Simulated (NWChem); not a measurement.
Molecule: SiNH$_{5}$O$_{3}$; SMILES O[Si](O)(O)N

```xyz
10

N      0.7735     1.5574    -0.1198
Si    -0.0456     0.0656     0.0095
O     -0.7181    -0.3462     1.4693
O      1.1224    -1.0538    -0.3298
O     -1.3549     0.0696    -1.0112
H      1.7534     1.6029     0.1329
H      0.2999     2.4355     0.0508
H     -1.6797    -0.3537     1.4680
H      0.9766    -1.9040     0.0950
H     -1.1760     0.4215    -1.8880
```
Atoms are numbered in this order, from 1.

Computed with NWChem. Pople sets run with spherical d functions. Geometry: optimised at PBE0/def2-SVP. Level: M06-2X/6-31G* with SMD (1 M gas to 1 M solution), gas-phase geometry. Reactions with the solvent are ignored.

For solvent N,N-dimethylformamide:

| Quantity | Result |
|---|---|
| solvation free energy (kcal/mol) | -9.5 |
| cavity-dispersion-structure term (kcal/mol) | -1.1 |

### Question
What are these values for solvent 1-octanol?

### Answer
The solvation free energy (kcal/mol) is -13.2 and the cavity-dispersion-structure term (kcal/mol) is 2.3.
